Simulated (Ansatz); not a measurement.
Start from `C[SiH](F)CN` and change one atom or group to get `C[SiH](F)C#N`.

Ansatz, PBE0-D4/def2-TZVP geometries, multiplicity 1. Each molecule was computed in one conformer, which needn't be the lowest.

```
                                      property  `C[SiH](F)CN`
           LUMO energy (B3LYP/def2-TZVPP) / eV           0.33
         HOMO–LUMO gap (B3LYP/def2-TZVPP) / eV           7.14
         HOMO energy (ωB97M-V/def2-TZVPP) / eV          -9.43
size of the dipole moment (PBE/def2-TZVPP) / D           1.80
             HOMO energy (PBE/def2-TZVPP) / eV          -5.56
       HOMO–LUMO gap (ωB97M-V/def2-TZVPP) / eV          11.61
```

(1) What does the change do to each property? (Best estimate.)

## Answers

(1) Computed: 
```csv
property,`C[SiH](F)C#N`,shift
LUMO energy (B3LYP/def2-TZVPP) / eV,-1.24,-1.57
HOMO–LUMO gap (B3LYP/def2-TZVPP) / eV,8.24,1.10
HOMO energy (ωB97M-V/def2-TZVPP) / eV,-11.97,-2.54
size of the dipole moment (PBE/def2-TZVPP) / D,3.72,1.92
HOMO energy (PBE/def2-TZVPP) / eV,-8.33,-2.77
HOMO–LUMO gap (ωB97M-V/def2-TZVPP) / eV,12.97,1.36
```

With PBE0 the HOMO falls by 2.68 eV and the LUMO falls by 1.65 eV, so the gap widens by about 1.03 eV. PBE moves the HOMO by -2.77 eV and ωB97M-V by -2.54 eV. Dipoles are sizes alone; their direction can turn.

B3LYP here is the variant with VWN-RPA as its local correlation; programs differ in this.
